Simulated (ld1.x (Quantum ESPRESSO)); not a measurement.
**Ru (Z = 44), TM: configuration errors across variants**

* Element: Ru
* Generator: ld1.x (Quantum ESPRESSO) 7.5
* Type: norm-conserving Troullier–Martins (Kleinman–Bylander form)
* Functional: PW91
* Relativity: scalar-relativistic
* Frozen core: [Ar] 3d10
* Valence charge: 16
* Reference configuration: 4s2 4p6 4d8 5s0 5p0
* Partial waves: 4s (bound): rc 1.80 bohr; 4p (bound): rc 1.40 bohr; 4d (bound): rc 1.65 bohr
* Local potential: all-electron potential smoothed inside 1.55 bohr (lloc = -2)
* Core correction: none

All-electron excitation energies from the reference (eV): (1) 4s2 4p6 4d7 5s1 5p0 0.334; (2) 4s2 4p6 4d7 5s0 5p0 7.687; (3) 4s2 4p6 4d6 5s0 5p0 25.943; (4) 4s1 4p6 4d7 5s1 5p0 83.099; (5) 4s2 4p6 4d7 5s0 5p1 3.828; (6) 4s2 4p6 4d6 5s1 5p0 10.506; (7) 4s2 4p6 4d6 5s2 5p0 2.028.

A true bound ghost makes a file unfit for plane-wave use even where its test errors are small: the radial tests pick states by their node count and pass the ghost by.

Errors AE − PS in meV (a dash: test not solved or not reliable):

| change | (1) | (2) | (3) | (4) | (5) | (6) | (7) | bound ghosts |
| --- | --- | --- | --- | --- | --- | --- | --- | --- |
| base | +4461 | -0.4 | -3.4 | +6845 | +5.0 | +6135 | +9901 | s |
| all radii scaled by about 0.75 (s 1.36, p 1.06, d 1.24 bohr); local potential all-electron potential smoothed inside 1.16 bohr (lloc = -2) | +230 | +1.0 | +2.9 | +378 | +13 | +372 | +581 | none |
| all radii scaled by about 0.83 (s 1.50, p 1.16, d 1.38 bohr); local potential all-electron potential smoothed inside 1.28 bohr (lloc = -2) | +170 | +0.6 | +1.5 | +232 | -3.3 | +275 | +429 | none |
| all radii scaled by about 0.96 (s 1.72, p 1.34, d 1.58 bohr); local potential all-electron potential smoothed inside 1.48 bohr (lloc = -2) | -898 | -0.2 | -3.3 | -1720 | +16 | -1428 | -2245 | none |
| all radii scaled by about 1.19 (s 2.14, p 1.68, d 1.96 bohr); local potential all-electron potential smoothed inside 1.84 bohr (lloc = -2) | +476 | -2.9 | -19 | +423 | -45 | +726 | +1154 | none |
| all radii scaled by about 1.30 (s 2.34, p 1.82, d 2.16 bohr); local potential all-electron potential smoothed inside 2.02 bohr (lloc = -2) | +199 | -5.0 | -29 | -164 | -79 | +305 | +489 | none |
| all radii scaled by about 1.36 (s 2.44, p 1.90, d 2.24 bohr); local potential all-electron potential smoothed inside 2.10 bohr (lloc = -2) | +11 | -6.8 | -37 | -557 | -107 | +18 | +37 | none |

(1) Give the same row for: all radii scaled by about 1.09 (s 1.96, p 1.52, d 1.80 bohr); local potential all-electron potential smoothed inside 1.68 bohr (lloc = -2).

Answers

(1) +1002, -1.3, -8.9, +1443, -12, +1515, +2406; bound ghosts: none.
